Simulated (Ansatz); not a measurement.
Match the barriers

Saddle point of Si₂H₇Br, closed shell (Si₂H₅Br ([SiH3][SiH2][Br]) + H₂ → Si₂H₆ ([SiH3][SiH3]) + HBr; bonds formed: Si1–H7, Br2–H6; bonds broken: Si1–Br2, H6–H7), PBE0-D4/def2-TZVP structure:

```tsv
atom	x (Å)	y (Å)	z (Å)
Si1	0.1274	-0.8855	0.2497
Br2	2.0796	0.4278	-1.1455
H3	0.4672	-2.0545	-0.5823
H4	-0.4469	-1.4628	1.5137
Si5	-1.1552	0.9332	-0.4366
H6	1.7681	-0.2497	0.6857
H7	1.4118	-0.6115	1.3848
H8	-0.5856	2.1368	0.2145
H9	-1.1073	1.0221	-1.9126
H10	-2.5592	0.7440	0.0284
```

Computed with Ansatz 0.2.0 (basis: def2-TZVPP, with def2-QZVPP for the basis limit); correlated methods freeze the cores. Filled d shells of the heavier atoms are correlated. The def2 sets are not built for correlating such inner shells, so the correlated values are less sure here. B3LYP uses VWN-RPA correlation. Extrapolation: Hartree–Fock as exp(−7.88 √X), correlation as X^−2.97. Four methods, as single points on the PBE0-D4 structures, gave these electronic barriers from the start structure: 42.93, 48.36, 51.62, 60.71 kcal/mol.

Q: The methods were, in alphabetical order, B3LYP-D4, BHLYP-D4, HF, PBE-D4. Which gave which? (A judgement: the text doesn't fix the answer.)

A: The calculation gives: PBE-D4 42.93; B3LYP-D4 48.36; BHLYP-D4 51.62; HF 60.71 kcal/mol. For comparison, CCSD(T) at an estimated basis limit (MP2 extrapolated from triple and quadruple zeta, plus CCSD(T) − MP2 in triple zeta) gives 50.46 kcal/mol.

The T1 diagnostic stays at or below 0.012.

Labels in which every atom is bracketed show which atoms are joined, not bond orders.

For scale, one of the runs: CCSD(T)/def2-TZVPP, 230 basis functions, launched by `ansatz run in.yaml --threads 4 --pin off --events-out ev --progress --plain --max-ram 9574MiB`. The run took 120 s on 4 CPU threads of an Arm Neoverse V1 (shared host), with 3.6 GiB of host memory at its peak.
